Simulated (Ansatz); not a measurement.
`[BH2][AlH][O][SiH3]` + `N=CF` → `F/C=N/[SiH3]` + `[BH2][AlH][OH]` at 400 K and 1 bar (ligand exchange at the Si–O bond).

Computed with Ansatz on PBE0-D4/def2-TZVP structures; ΔE is electronic, products minus reactants. CCSD(T)/CBS is the MP2 limit (def2-TZVPP, def2-QZVPP) plus CCSD(T) − MP2 in def2-TZVPP, frozen cores. This one scheme is used for every species. One conformer a species, not always the lowest.

```json
{"species": "`[BH2][AlH][O][SiH3]`", "CCSD(T)/CBS energy (Eh)": "-634.71196", "H − E (kJ/mol)": "182.5", "S (J/(mol·K))": "422.4"}
{"species": "`N=CF`", "CCSD(T)/CBS energy (Eh)": "-193.72220", "H − E (kJ/mol)": "103.2", "S (J/(mol·K))": "262.4"}
{"species": "`F/C=N/[SiH3]`", "CCSD(T)/CBS energy (Eh)": "-484.01982", "H − E (kJ/mol)": "152.8", "S (J/(mol·K))": "330.6"}
{"species": "`[BH2][AlH][OH]`", "CCSD(T)/CBS energy (Eh)": "-344.39123", "H − E (kJ/mol)": "130.4", "S (J/(mol·K))": "325.1"}
```

H − E and S are ideal-gas, rigid-rotor, harmonic terms from PBE0-D4/def2-TZVP, for one conformer and one mirror image of each species. 1 Eh = 2625.50 kJ/mol, R = 8.31446 J/(mol·K).

Question: By hand: ΔE, ΔH, ΔS and ΔG.

Answer: ΔE = (-484.01982) + (-344.39123) − (-634.71196) − (-193.72220) = 0.02311 Eh = 60.7 kJ/mol. Δ(H − E) = 152.8 + 130.4 − 182.5 − 103.2 = -2.5, so ΔH = 58.2 kJ/mol. ΔS = 330.6 + 325.1 − 422.4 − 262.4 = -29.1 J/(mol·K). ΔG = 58.2 − 400 × (-29.1)/1000 = 69.8 kJ/mol.

Question: By hand: the equilibrium constant, and the temperature at which ΔG would vanish if ΔH and ΔS stayed fixed.

Answer: log₁₀ K = −ΔG/(RT ln 10) = -9.1. ΔH and −TΔS have one sign here, so there is no such temperature.

ΔH outweighs TΔS. A doubt of 5 kJ/mol in ΔE shifts log₁₀ K by 0.7 here. Other conformers and mirror images would add mixing entropy, several J/(mol·K) or more a flexible species. Modes under 60 cm⁻¹, often nearly free rotors, make the harmonic entropy too high. These are equilibria of isolated gas molecules and say nothing of rates. Largest T1 diagnostic: 0.014 (customary marks: 0.02 for closed shells, 0.045 for open ones).
